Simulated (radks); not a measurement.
Coulomb parameter of the 4d shell of the molybdenum ion Mo+ in the model configuration [Kr] 4d4 5p1, as a second difference U = [E(n + 0.5) + E(n - 0.5) - 2 E(n)] / (0.5)^2 with all orbitals relaxed. "Bare": the charge of the atom changes with n. "Screened": the 5p shell takes up the change at fixed total charge, which measures U(4d,4d) + U(5p,5p) - 2 U(4d,5p). Calculated with a radial shooting solver on a logarithmic mesh with Libxc functionals: scalar-relativistic Kohn-Sham, BLYP, spin-unpolarised, spherical densities, point nucleus.

case              configuration  E - E(n) (eV)
start              [Kr] 4d4 5p1          0.000
bare +0.5        [Kr] 4d4.5 5p1         -5.661
bare -0.5        [Kr] 4d3.5 5p1          8.155
screened +0.5  [Kr] 4d4.5 5p0.5         -2.926
screened -0.5  [Kr] 4d3.5 5p1.5          3.488

U(bare) = 9.977 eV, U(screened by 5p) = 2.247 eV, against the Slater integral F0(4d,4d) = 13.928 eV with frozen orbitals.
